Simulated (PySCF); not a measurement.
From one molecule to another.

First species: C3H10OSi2.
InChI=1S/C3H10OSi2/c1-2-6(4)3-5/h2,4,6H,1,3H2,5H3/t6-/m1/s1

Second species: CH₁₂N₂OSi₄.
Bonds: O1–C2 (double), C2–N3, N3–Si4, C2–Si5, Si5–N6, N6–Si7, N6–Si8. Hydrogens: H9 on N3; H10, H11, H12 on Si4; H13, H14 on Si5; H15, H16, H17 on Si7; H18, H19, H20 on Si8.

Levels: PBE0/pcSseg-1 for dipole moment, HOMO energy, LUMO energy and HOMO–LUMO gap; GFN2-xTB for rotational constant A and rotational constant C. Geometries: GFN2-xTB. Each structure is a single optimised conformer of the isolated species, non-relativistic unless stated; the electronic structure was computed with PySCF and density fitting.

Dipoles, sizes and rotational constants follow the conformer. The torsions of the flexible species, by atom-mapped SMILES:
- `[CH2:1]=[CH:2][Si@@H:3]([OH:4])[CH2:5][SiH3:6]`: C1–C2–Si3–O4 5°, C2–Si3–C5–Si6 -173°, H–O4–Si3–C2 62°
- `[O:1]=[C:2]([NH:3][SiH3:4])[SiH2:5][N:6]([SiH3:7])[SiH3:8]`: O1–C2–N3–Si4 0°, O1–C2–Si5–N6 -2°, C2–Si5–N6–Si7 -177°

Values for the first species:

```
Dipole moment         : 2.02 D
HOMO energy           : -7.86 eV
LUMO energy           : -0.34 eV
HOMO–LUMO gap         : 7.52 eV
Rotational constant A : 5.129 GHz
Rotational constant C : 0.954 GHz
```

(1) Estimate the same properties for the second species, and the change in each.

Answers

(1) 
```json
{"property": "dipole moment", "first": "2.02 D", "second": "3.45 D", "second less first": "+1.43 D"}
{"property": "HOMO energy", "first": "-7.86 eV", "second": "-7.45 eV", "second less first": "+0.41 eV"}
{"property": "LUMO energy", "first": "-0.34 eV", "second": "-0.82 eV", "second less first": "-0.48 eV"}
{"property": "HOMO–LUMO gap", "first": "7.52 eV", "second": "6.63 eV", "second less first": "-0.89 eV"}
{"property": "rotational constant A", "first": "5.129 GHz", "second": "2.461 GHz", "second less first": "-2.668 GHz"}
{"property": "rotational constant C", "first": "0.954 GHz", "second": "0.431 GHz", "second less first": "-0.523 GHz"}
```

On the first: The dipole matches unit charges of opposite sign 0.42 Å apart (1 e·Å = 4.8032 D). A dipole of 2.02 D is allowed in C1, and pure rotational transitions are dipole-allowed.

On the second: In atomic units the dipole is 1.36 e·bohr (1 au = 2.5417 D).
